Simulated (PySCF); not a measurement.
A geometry optimisation on HgMe2 (`[CH3][Hg][CH3]`).

Computed with PBE0-D3(BJ)/def2-SVP geometry optimisation, gas phase, def2 core potentials past Kr (PySCF 2.14.0). Start geometry: GFN2-xTB. The input is one job of a driver script: a line of settings, then coordinates in Å.

Input:
```
{"job": {"xc": "PBE0", "basis": "def2-SVP", "d3": "d3bj", "grid": 1, "maxiter": 30, "shake": 0.03, "kind": "geom"}, "charge": 0, "multiplicity": 1}
Hg     0.066580    -0.066660     0.012540
C     -0.020700    -0.029640     2.341110
H     -0.500120     0.896060     2.714680
H      1.111630    -0.101090     2.723680
H     -0.597440    -0.879050     2.685730
C     -0.007620     0.031640    -2.354810
H     -0.988800     0.012800    -2.728600
H      0.559500    -0.851020    -2.747350
H      0.509710     0.917520    -2.672640
```

Estimate the output.

```
step   0  E = -233.09215891  max force = 0.050811
step   1  E = -233.11102634  max force = 0.032602
step   2  E = -233.12174202  max force = 0.009920
step   3  E = -233.12229981  max force = 0.003157
step   4  E = -233.12241047  max force = 0.001242
step   5  E = -233.12241583  max force = 0.000265
optimisation converged
```

Energies in Eh; «max force» is the largest Cartesian gradient component in Eh/bohr.

Give the first gradient maximum in eV/Å.

With 1 Eh/bohr = 51.422 eV/Å, 2.613 eV/Å.

How much energy does the optimisation release, in eV?

E(step 0) − E(last step) = 0.030257 Eh, which is 0.823 eV.

Summary of the converged run: final energy -233.12242 Eh after 5 steps; dipole 0.00 D.

Where do the atoms end?

0.217 Å rms from the input after alignment:
```
atom  x, y, z in Å
Hg1    0.0140   -0.0099   -0.0031
C2     0.0051   -0.0325    2.1006
H3    -0.4565    0.8852    2.4971
H4     1.0308   -0.0988    2.4961
H5    -0.5651   -0.8946    2.4798
C6     0.0245    0.0161   -2.1063
H7    -1.0025    0.0001   -2.5028
H8     0.5604   -0.8589   -2.5057
H9     0.5222    0.9238   -2.4814
```

Time: 32 s wall; peak memory 0.37 GiB. Hardware: Intel Xeon Platinum 8488C, one thread (shared host).
Labels such as C1 count atoms from 1, the log's own numbers from 0.
